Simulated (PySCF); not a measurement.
A calculated (BLYP, PySCF 2.14, aug-cc-pVTZ-DK, the spin-free X2C one-electron Hamiltonian (Gaussian nucleus)) atom or ion has these occupied shells.

```
shell  electrons  orbital energy (eV)  rms radius, mean of both spins (bohr)
 1s β          1              -4394.0                                 0.0844
 1s α          1              -4393.9                                 0.0844
 2s α          1              -470.63                                  0.373
 2s β          1              -470.37                                  0.373
 2p α          3              -384.91                                  0.342
 2p β          3              -384.70                                  0.342
 3s α          1              -51.901                                   1.16
 3s β          1              -50.809                                   1.16
 3p α          3              -30.706                                   1.29
 3p β          3              -29.629                                   1.29
 4s β          1               -3.328                                   4.33
 3d α          2               -1.715                                   2.73
```

Problem. Name the element and its charge.

Solution. Sc (scandium, neutral), in [Ar] 3d2 4s1, 4s spin antiparallel (an excited configuration).
